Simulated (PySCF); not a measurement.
Ge(H)3(NMe2) (C2H9GeN), SMILES C[N](C)[GeH3]. Geometry: PBE-D3(BJ)/def2-SVP.

Question: Give the equilibrium geometry at PBE-D3(BJ)/def2-SVP (PySCF confirms it by a frequency run) as a Z-matrix, and its point group. (The exact figures need the calculation; the answer reports its results.)

Answer: point group Cs.
```
N
C 1 1.4497
H 2 1.1095 1 110.68
H 2 1.1147 3 107.24 1 -120.20
H 2 1.1219 3 107.59 4 -114.47
C 1 1.4497 2 113.56 3 -176.67
H 6 1.1095 1 110.68 2 176.67
H 6 1.1147 7 107.24 1 120.20
H 6 1.1219 7 107.59 8 114.47
Ge 1 1.8582 2 117.67 3 40.12
H 10 1.5500 1 106.51 2 -168.96
H 10 1.5500 11 111.93 7 -139.91
H 10 1.5666 11 109.02 12 -120.69
```
Charge 0, spin multiplicity 1.
